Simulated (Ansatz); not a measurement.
Ag3Au was relaxed with B3LYP-D4 (def2-SVP) in Ansatz in these states: neutral quintet, neutral singlet, neutral triplet. The geometries follow in no particular order.

In the def2 sets Ag, Au take a core potential; there is no spin–orbit coupling.

A:

| atom | x (Å) | y (Å) | z (Å) |
| --- | --- | --- | --- |
| Au1 | -0.9011 | -0.9524 | 2.0221 |
| Ag2 | -1.0936 | 0.7674 | -0.1239 |
| Ag3 | 0.9051 | 0.9581 | -2.0212 |
| Ag4 | 1.0896 | -0.7731 | 0.1230 |

B:

```tsv
atom	x (Å)	y (Å)	z (Å)
Au1	-0.142	-1.136	0.973
Ag2	-0.970	-1.280	-1.637
Ag3	0.142	1.137	-0.973
Ag4	0.970	1.280	1.637
```

C:

```xyz
4

Au   -0.775    1.161   -1.377
Ag    2.107    0.066   -0.200
Ag   -0.596    0.735    1.887
Ag   -0.736   -1.961   -0.309
```

Task: Judge from the bond lengths which geometry belongs to which state (an estimate).

Result: A is the neutral singlet (Ag2–Ag4 2.683 Å, Ag2–Ag3 2.762 Å, Ag3–Ag4 2.762 Å); B is the neutral triplet (Ag2–Ag4 4.586 Å, Ag2–Ag3 2.742 Å, Ag3–Ag4 2.742 Å); C is the neutral quintet (Ag2–Ag4 3.493 Å, Ag2–Ag3 3.479 Å, Ag3–Ag4 3.479 Å).

At PBE0-D4/def2-TZVP a singlet lies 0.87 eV below the neutral triplet. At PBE0-D4/def2-TZVP a singlet lies 4.24 eV below the neutral quintet. These are the stationary points nearest to one start from a short search; other shapes may lie lower in each state.
